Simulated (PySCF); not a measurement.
**TDDFT excited states: C6H12FOP**

Species: C6H12FOP.
SMILES: `C(OC)/P=C(\F)C(C)C`

Computed with PySCF 2.14.0, density-fitted response routines, TDDFT CAM-B3LYP/def2-SVPD, vertical, gas phase, core orbitals frozen in the response. The structure is a single PBE0-D3(BJ)/def2-SVP conformer in the gas phase; no vibrational or solvent corrections. Torsions of this conformer, `[CH3:1][O:2][CH2:3]/[P:4]=[C:5](\[F:6])[CH:7]([CH3:8])[CH3:9]`: C1–O2–C3–P4 -74°, O2–C3–P4–C5 152°, P4–C5–C7–C8 120°.

**Question.** List the vertical singlet excitations with oscillator strengths and describe the spectrum.

**Answer.** 

```json
{"state": "S1", "E (eV)": "4.74", "E (kJ/mol)": "457", "λ (nm)": "261.8", "f": "0.0075", "main configurations (H = HOMO, L = LUMO)": "H-1→L (93%)"}
{"state": "S2", "E (eV)": "5.30", "E (kJ/mol)": "512", "λ (nm)": "233.8", "f": "0.319", "main configurations (H = HOMO, L = LUMO)": "H→L (94%)"}
{"state": "S3", "E (eV)": "5.93", "E (kJ/mol)": "572", "λ (nm)": "209.2", "f": "0.0005", "main configurations (H = HOMO, L = LUMO)": "H-2→L (61%), H→L+1 (12%)"}
{"state": "S4", "E (eV)": "6.15", "E (kJ/mol)": "593", "λ (nm)": "201.6", "f": "0.0047", "main configurations (H = HOMO, L = LUMO)": "H→L+2 (30%), H→L+1 (27%), H-2→L (21%)"}
{"state": "S5", "E (eV)": "6.63", "E (kJ/mol)": "640", "λ (nm)": "187.0", "f": "0.048", "main configurations (H = HOMO, L = LUMO)": "H→L+1 (47%), H→L+2 (33%), H→L+6 (9%)"}
{"state": "S6", "E (eV)": "6.73", "E (kJ/mol)": "649", "λ (nm)": "184.3", "f": "0.091", "main configurations (H = HOMO, L = LUMO)": "H-1→L+1 (48%), H-1→L+2 (42%)"}
{"state": "S7", "E (eV)": "7.26", "E (kJ/mol)": "700", "λ (nm)": "170.8", "f": "0.0067", "main configurations (H = HOMO, L = LUMO)": "H-3→L (34%), H-1→L+1 (24%), H-1→L+2 (12%)"}
{"state": "S8", "E (eV)": "7.28", "E (kJ/mol)": "703", "λ (nm)": "170.2", "f": "0.026", "main configurations (H = HOMO, L = LUMO)": "H-3→L (40%), H-1→L+2 (16%), H-1→L+3 (10%)"}
{"state": "S9", "E (eV)": "7.65", "E (kJ/mol)": "738", "λ (nm)": "162.1", "f": "0.0076", "main configurations (H = HOMO, L = LUMO)": "H→L+3 (38%), H→L+2 (19%)"}
{"state": "S10", "E (eV)": "7.73", "E (kJ/mol)": "746", "λ (nm)": "160.3", "f": "0.033", "main configurations (H = HOMO, L = LUMO)": "H-1→L+3 (46%), H→L+3 (10%), H-1→L+6 (8%)"}
```

Triplets (Tamm–Dancoff): T1 2.72 eV, H→L (97%); T2 4.17 eV, H-1→L (74%), H-2→L (24%); T3 5.37 eV, H-2→L (57%), H-1→L (20%); T4 5.75 eV, H→L+1 (38%), H→L+2 (27%), H→L+8 (12%).

The lowest singlet comes at 262 nm (457 kJ/mol) in the ultraviolet; it is weak; its leading configuration is HOMO-1→LUMO (93%). The most intense listed level is S2 at 5.30 eV (234 nm, f = 0.319), 0.57 eV above S1. Löwdin shares by element: HOMO carbon 38% or more, phosphorus 37%, fluorine 10% (atoms not listed hold the other 15%); LUMO carbon 38% or more, phosphorus 37%, fluorine 8% (atoms not listed hold the other 17%). Of the 10 states listed, 5 reach f = 0.01 and none stays under 0.0005. The oscillator strengths of these states sum to 0.544; summed over the whole spectrum of an exact calculation they would give the number of electrons, 80 (Thomas–Reiche–Kuhn). Weighted by f, the mean energy of these states is 5.96 eV. All these states lie below the vertical ionisation energy of 8.85 eV (ΔSCF). Singlets were solved by full linear response, triplets in the Tamm–Dancoff approximation.
